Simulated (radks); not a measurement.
Removal energies from the cobalt ion Co8+, [Ar] 3d(3/2: 1, 5/2: 0), by Delta-SCF beside the eigenvalue of the level emptied. All-electron calculation, Dirac Kohn-Sham, PBE, spin-unpolarised, spherical densities, finite nucleus; Fermi nuclear charge, rms radius of each element as measured or else 0.836 A^(1/3) + 0.57 fm. Program: a radial shooting solver on a logarithmic mesh with Libxc functionals. Sub-shells are occupied by j as written (lower j first in brackets).

removed from,final configuration,Delta-SCF (eV),-eigenvalue (eV)
3d3/2,[Ar],185.88,170.64
3p3/2,"[Ne] 3s2 3p(1/2: 2, 3/2: 3) 3d(3/2: 1, 5/2: 0)",244.78,229.95
3p1/2,"[Ne] 3s2 3p(1/2: 1, 3/2: 4) 3d(3/2: 1, 5/2: 0)",247.23,232.29
3s1/2,"[Ne] 3s1 3p6 3d(3/2: 1, 5/2: 0)",284.19,269.17
